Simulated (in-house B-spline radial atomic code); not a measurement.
Computed with a B-spline radial atomic code. Model: two electrons, singlet ground state, non-relativistic, full CI in B-splines with partial waves to l = 8 (at full coupling up to 3e-4 hartree above the limit, correlation up to 0.6 % small), density held at that of full coupling by Lieb maximisation.

W(λ) is the mean repulsion in the state of coupling λ less the Hartree energy of the fixed density. Its start is exact exchange, its initial slope is twice the second-order Görling-Levy correlation energy, and its area from 0 to 1 is E_xc. A straight curve means weak, dynamic correlation, and a curve that drops fast and flattens means strong correlation.

Command:
```bash
python run_ac.py task.json out
```
Settings (lengths in bohr, energies in hartree):
```
potential              coulomb
strength               18
lmax                   8
```

Time taken, with all properties: 4 s on 1 thread of Intel(R) Xeon(R) Processor @ 2.30GHz, on a shared host.

**W = mean repulsion less Hartree energy, and W of three functionals.**

Given: confinement point charge; nuclear charge 18; external potential -Z/r.

Computed: LDA exchange minus exact 1565.5 millihartree; SCAN exchange minus exact -3.931 millihartree.

```json
{"coupling": "0", "W xc (hartree)": "-11.028", "W xc minus exchange (millihartree)": "0", "kinetic minus Kohn-Sham (millihartree)": "0", "LDA (PW92) W minus its exchange (millihartree)": "0", "PBE W minus its exchange (millihartree)": "0", "SCAN W minus its exchange (millihartree)": "0"}
{"coupling": "0.02", "W xc (hartree)": "-11.03", "W xc minus exchange (millihartree)": "-1.859", "kinetic minus Kohn-Sham (millihartree)": "0", "LDA (PW92) W minus its exchange (millihartree)": "-17.7", "PBE W minus its exchange (millihartree)": "-1.91", "SCAN W minus its exchange (millihartree)": "-1.86"}
{"coupling": "0.05", "W xc (hartree)": "-11.032", "W xc minus exchange (millihartree)": "-4.646", "kinetic minus Kohn-Sham (millihartree)": "0.1", "LDA (PW92) W minus its exchange (millihartree)": "-38.59", "PBE W minus its exchange (millihartree)": "-4.77", "SCAN W minus its exchange (millihartree)": "-4.63"}
{"coupling": "0.12", "W xc (hartree)": "?", "W xc minus exchange (millihartree)": "?", "kinetic minus Kohn-Sham (millihartree)": "?", "LDA (PW92) W minus its exchange (millihartree)": "?", "PBE W minus its exchange (millihartree)": "?", "SCAN W minus its exchange (millihartree)": "?"}
{"coupling": "0.25", "W xc (hartree)": "-11.051", "W xc minus exchange (millihartree)": "-23.135", "kinetic minus Kohn-Sham (millihartree)": "2.9", "LDA (PW92) W minus its exchange (millihartree)": "-144", "PBE W minus its exchange (millihartree)": "-24.02", "SCAN W minus its exchange (millihartree)": "-22.85"}
{"coupling": "0.4", "W xc (hartree)": "-11.065", "W xc minus exchange (millihartree)": "-36.9", "kinetic minus Kohn-Sham (millihartree)": "7.4", "LDA (PW92) W minus its exchange (millihartree)": "-208.1", "PBE W minus its exchange (millihartree)": "-38.53", "SCAN W minus its exchange (millihartree)": "-36.3"}
{"coupling": "0.6", "W xc (hartree)": "-11.083", "W xc minus exchange (millihartree)": "-55.124", "kinetic minus Kohn-Sham (millihartree)": "16.5", "LDA (PW92) W minus its exchange (millihartree)": "-283.78", "PBE W minus its exchange (millihartree)": "-57.91", "SCAN W minus its exchange (millihartree)": "-54"}
{"coupling": "0.8", "W xc (hartree)": "-11.101", "W xc minus exchange (millihartree)": "-73.198", "kinetic minus Kohn-Sham (millihartree)": "29.1", "LDA (PW92) W minus its exchange (millihartree)": "-352.01", "PBE W minus its exchange (millihartree)": "-77.28", "SCAN W minus its exchange (millihartree)": "-71.46"}
{"coupling": "1", "W xc (hartree)": "?", "W xc minus exchange (millihartree)": "?", "kinetic minus Kohn-Sham (millihartree)": "?", "LDA (PW92) W minus its exchange (millihartree)": "?", "PBE W minus its exchange (millihartree)": "?", "SCAN W minus its exchange (millihartree)": "?"}
{"coupling": "1.4", "W xc (hartree)": "-11.154", "W xc minus exchange (millihartree)": "-126.55", "kinetic minus Kohn-Sham (millihartree)": "87.7", "LDA (PW92) W minus its exchange (millihartree)": "-528.76", "PBE W minus its exchange (millihartree)": "-135.07", "SCAN W minus its exchange (millihartree)": "-122.59"}
{"coupling": "2", "W xc (hartree)": "-11.206", "W xc minus exchange (millihartree)": "-178.62", "kinetic minus Kohn-Sham (millihartree)": "176.2", "LDA (PW92) W minus its exchange (millihartree)": "-678.9", "PBE W minus its exchange (millihartree)": "-192.06", "SCAN W minus its exchange (millihartree)": "-172.03"}
{"coupling": "3", "W xc (hartree)": "-11.29", "W xc minus exchange (millihartree)": "-262.69", "kinetic minus Kohn-Sham (millihartree)": "386.1", "LDA (PW92) W minus its exchange (millihartree)": "-893.09", "PBE W minus its exchange (millihartree)": "-284.79", "SCAN W minus its exchange (millihartree)": "-251.16"}
{"coupling": "4.5", "W xc (hartree)": "-11.411", "W xc minus exchange (millihartree)": "-382.8", "kinetic minus Kohn-Sham (millihartree)": "835.6", "LDA (PW92) W minus its exchange (millihartree)": "-1161.2", "PBE W minus its exchange (millihartree)": "-418.02", "SCAN W minus its exchange (millihartree)": "-363.2"}
{"coupling": "7", "W xc (hartree)": "-11.596", "W xc minus exchange (millihartree)": "-568.39", "kinetic minus Kohn-Sham (millihartree)": "1899.2", "LDA (PW92) W minus its exchange (millihartree)": "-1522.8", "PBE W minus its exchange (millihartree)": "-624.41", "SCAN W minus its exchange (millihartree)": "-534.91"}
{"coupling": "10", "W xc (hartree)": "-11.798", "W xc minus exchange (millihartree)": "-769.83", "kinetic minus Kohn-Sham (millihartree)": "3606", "LDA (PW92) W minus its exchange (millihartree)": "-1871.4", "PBE W minus its exchange (millihartree)": "-848.37", "SCAN W minus its exchange (millihartree)": "-720.45"}
```

Task: What belongs in the row 0.12?

Result: W xc (hartree): -11.039; W xc minus exchange (millihartree): -11.135; kinetic minus Kohn-Sham (millihartree): 0.7; LDA (PW92) W minus its exchange (millihartree): -79.75; PBE W minus its exchange (millihartree): -11.49; SCAN W minus its exchange (millihartree): -11.05.

Task: What belongs in the row 1?

Result: W xc (hartree): -11.119; W xc minus exchange (millihartree): -91.126; kinetic minus Kohn-Sham (millihartree): 45.2; LDA (PW92) W minus its exchange (millihartree): -414.86; PBE W minus its exchange (millihartree): -96.61; SCAN W minus its exchange (millihartree): -88.71.

Task: What is the PBE exchange minus exact?

Result: 223.28 millihartree.

**Energy parts, natural occupations and partial-wave weights.**

Computed: total energy -312.9069 hartree; exchange energy -11.028 hartree; correlation energy -0.045883 hartree; initial slope twice GL2 -0.09297 hartree; Hartree energy 22.055 hartree; Kohn-Sham kinetic 312.86 hartree; Lieb Oxford ratio E_xc over LDA exchange 1.1703.

| natural | occupation of the shell (electrons) |
| --- | --- |
| s | 1.9998 |
| p | ? |
| s | 5.5827e-05 |
| d | 5.5119e-06 |
| p | 3.7554e-06 |
| s | 1.4144e-06 |

Task: What belongs in the row p?

Result: occupation of the shell (electrons): 9.5186e-05.

| wave | weight |
| --- | --- |
| s | 0.99995 |
| p | 4.967e-05 |
| d | 3.1042e-06 |
| f | ? |
| g | 1.134e-07 |

Task: What belongs in the row f?

Result: weight: 4.6952e-07.

Task: What is the kinetic part of the DFT correlation energy?

Result: 0.045243 hartree.

Task: What is the kinetic part over minus potential part?

Result: 0.49649.

Half-way to full coupling W has made 50 % of its drop, against 50 % for a straight line, and second-order (GL2) theory, half the initial slope, overshoots the correlation energy by about 1 %: correlation is weak here. Over couplings 0 to 1 the errors in E_xc come to about +1376 millihartree for LDA, +221 millihartree for PBE, -3.0 millihartree for SCAN, so SCAN is nearest. In LDA and PBE and SCAN the errors of exchange and correlation have opposite signs, so the sum is smaller than the larger of the two.
